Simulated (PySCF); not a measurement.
A GIAO shielding run with PySCF 2.14.0 with density-fitted response routines (density fitting, non-relativistic, gas phase) on SMILES C=C=C[C@@H](CF)CCC, C$_{8}$H$_{13}$F:

```
$ OMP_NUM_THREADS=1 python probes_run.py task.json out

{"job": {"kind": "nmr", "xc": "PBE0", "basis": "pcSseg-1"}, "charge": 0, "multiplicity": 1}
C      3.617294     1.599319     0.496479
C      2.657160     0.746191     0.655516
C      1.682649    -0.095775     0.797627
C      0.602401    -0.312545    -0.234016
C      0.681975    -1.753047    -0.746092
F      0.426618    -2.649944     0.263048
C     -0.771402     0.003172     0.374693
C     -1.881109     0.136267    -0.666212
C     -3.200709     0.536135    -0.016819
H      4.551095     1.325627     0.031406
H      3.532341     2.619548     0.835681
H      1.606230    -0.708251     1.686128
H      0.784804     0.345962    -1.089865
H      1.686788    -1.978597    -1.118435
H     -0.056679    -1.945321    -1.529901
H     -1.031088    -0.780716     1.089381
H     -0.692982     0.943939     0.925362
H     -2.017416    -0.810727    -1.191592
H     -1.595926     0.889981    -1.404876
H     -3.982869     0.633138    -0.766150
H     -3.510256    -0.213477     0.707986
H     -3.099330     1.488505     0.499018
```

Hardware: 1 thread of an Arm Neoverse V2, shared host. The job also computes population analyses, field gradients.

(1) How large is the calculation?

(2) How long does it take, and how much memory does it need?

## Answers

(1) 70 electrons, 218 basis functions and 1123 auxiliary functions.

(2) 40 s of wall time, with 13 SCF cycles and 5 response iterations; peak memory 0.88 GiB. Times on a shared host scatter by some tens of per cent.
